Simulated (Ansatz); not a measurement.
System: BO2, net charge 0, doublet state. It need not be the lowest isomer of its formula. 
Structure (B3LYP-D3(BJ)/def2-TZVP (Ansatz, an electronic-structure program) minimum search):
SMILES: [B]([O])[O]
```xyz
3

B      0.0000     0.0000     0.0000
O      0.0000     0.0000    -1.2612
O      0.0000     0.0000     1.2612
```
Charge 0, spin multiplicity 2.

Basis-set convergence of Hartree-Fock and CCSD(T) correlation energies (hartree) with Ansatz. Valence correlation only, unless marked. Open shells are spin-unrestricted. Spin-orbit coupling is left out. No relativistic terms.

The UHF reference is spin-contaminated (<S^2> 0.19 over the pure value in the largest basis). 

| basis | functions | E(HF) | E(corr, CCSD(T)) |
|---|---|---|---|
| cc-pVDZ | 42 | -174.44255 | -0.43454 |
| cc-pVTZ | 90 | -174.49611 | -0.54613 |
| cc-pVQZ | 165 | -174.50929 | -0.58516 |

Extrapolating the two largest sets (X = 3 and 4) as X^-3: E(corr) = (64·(-0.58516) - 27·(-0.54613))/37 = -0.6136 Eh, an estimate of the basis-set limit. The largest set recovers 95.4 % of it, the smallest 70.8 %.
